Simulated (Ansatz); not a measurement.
Cost and result for the atomization energy of ClFGaHS (`[F][Ga]([SH])[Cl]`) (5 atoms, 4 bonds).

| atom | x (Å) | y (Å) | z (Å) |
| --- | --- | --- | --- |
| F1 | 0.2249 | -1.7210 | 0.6410 |
| Ga2 | -0.0291 | -0.0009 | 0.5186 |
| S3 | -0.0579 | 0.9250 | -1.4429 |
| Cl4 | -0.2931 | 1.0545 | 2.3317 |
| H5 | 0.1551 | -0.2576 | -2.0484 |

Charge 0, multiplicity 1. Correlated methods include outer-core shells of Ga, which these sets cover unevenly. Scalar relativity is left out up to krypton. Geometry: relaxed with PBE0-D4/def2-TZVP. It is one conformer, not always the lowest. Program: Ansatz. Hardware: A = 2 threads of a server CPU on a shared host; B = 2 threads of an AMD EPYC 7R13 on a shared host and a share of an NVIDIA H100 80 GB. Times are those of one run each, without the atoms' runs, and a repeat can differ threefold. Electronic energies, without spin–orbit coupling; frozen cores. CCSD(T)/CBS adds CCSD(T) − MP2 in def2-TZVPP to the MP2 limit, and its time is that of the two runs behind it. T1 = 0.013. With those shells the extrapolation isn't a true limit. B3LYP takes the VWN-RPA correlation (the form of Gaussian; ORCA's B3LYP/G). HSE06 is the plane-wave form, built on full-range PBE exchange.

CCSD(T)/CBS is a level of theory with its own doubt, some kJ/mol a heavy atom from the limit and from the frozen cores, so smaller differences don't rank the functionals.

```
                                level  functions  wall time
           LDA (SPW92)/def2-TZVPP [A]        177      1.9 s
               BLYP-D4/def2-TZVPP [A]        177        3 s
  PBE-D4/def2-TZVPP (with forces) [A]        177      3.2 s
               CCSD(T)/def2-TZVPP [B]        177      3.7 s
               PBE0-D4/def2-TZVPP [A]        177      4.1 s
              HSE06-D4/def2-TZVPP [A]        177      5.5 s
                 CCSD(T)/def2-SVP [A]         87      5.5 s
          CAM-B3LYP-D4/def2-TZVPP [A]        177        6 s
               CCSD(T)/def2-QZVPP [B]        316      6.5 s
B3LYP-D4/def2-TZVPP (with forces) [A]        177        7 s
              PBE-QIDH/def2-TZVPP [A]        177      9.1 s
               ωB97X-V/def2-TZVPP [A]        177       10 s
                    CCSD(T)/CBS(def2)          –       10 s
```

What atomization energy does each give, and how far from CCSD(T)/CBS? (An estimate is asked.)

The calculation gave: 
```json
{"level": "LDA (SPW92)/def2-TZVPP [A]", "atomization (kcal/mol)": "419.9", "difference from CCSD(T)/CBS": "57.2", "per bond": "14.3"}
{"level": "BLYP-D4/def2-TZVPP [A]", "atomization (kcal/mol)": "351.4", "difference from CCSD(T)/CBS": "-11.3", "per bond": "-2.8"}
{"level": "PBE-D4/def2-TZVPP (with forces) [A]", "atomization (kcal/mol)": "366.0", "difference from CCSD(T)/CBS": "3.3", "per bond": "0.8"}
{"level": "CCSD(T)/def2-TZVPP [B]", "atomization (kcal/mol)": "353.2", "difference from CCSD(T)/CBS": "-9.5", "per bond": "-2.4"}
{"level": "PBE0-D4/def2-TZVPP [A]", "atomization (kcal/mol)": "357.9", "difference from CCSD(T)/CBS": "-4.8", "per bond": "-1.2"}
{"level": "HSE06-D4/def2-TZVPP [A]", "atomization (kcal/mol)": "358.2", "difference from CCSD(T)/CBS": "-4.5", "per bond": "-1.1"}
{"level": "CCSD(T)/def2-SVP [A]", "atomization (kcal/mol)": "335.6", "difference from CCSD(T)/CBS": "-27.1", "per bond": "-6.8"}
{"level": "CAM-B3LYP-D4/def2-TZVPP [A]", "atomization (kcal/mol)": "355.2", "difference from CCSD(T)/CBS": "-7.5", "per bond": "-1.9"}
{"level": "CCSD(T)/def2-QZVPP [B]", "atomization (kcal/mol)": "360.9", "difference from CCSD(T)/CBS": "-1.8", "per bond": "-0.5"}
{"level": "B3LYP-D4/def2-TZVPP (with forces) [A]", "atomization (kcal/mol)": "351.2", "difference from CCSD(T)/CBS": "-11.5", "per bond": "-2.9"}
{"level": "PBE-QIDH/def2-TZVPP [A]", "atomization (kcal/mol)": "360.8", "difference from CCSD(T)/CBS": "-1.9", "per bond": "-0.5"}
{"level": "ωB97X-V/def2-TZVPP [A]", "atomization (kcal/mol)": "363.8", "difference from CCSD(T)/CBS": "1.1", "per bond": "0.3"}
{"level": "CCSD(T)/CBS(def2)", "atomization (kcal/mol)": "362.7", "difference from CCSD(T)/CBS": "0.0", "per bond": "0.0"}
```

At CCSD(T), def2-SVP lies −27.2 kcal/mol from the extrapolated value and def2-TZVPP −9.6 kcal/mol: correlation converges slowly with the basis, and small sets miss more of it in the bonded molecule than in its fragments. In def2-TZVPP, CCSD(T) changes the Hartree–Fock value by +97.1 kcal/mol (the triples alone add +8.3 kcal/mol) and MP2 by +112.9 kcal/mol; breaking electron pairs costs correlation energy, which Hartree–Fock lacks. From BLYP to BHLYP (50 % exact exchange), in def2-TZVPP and without D4, the atomization energy moves by −9.0 kcal/mol: exact exchange takes away binding that semilocal exchange gives to molecules.
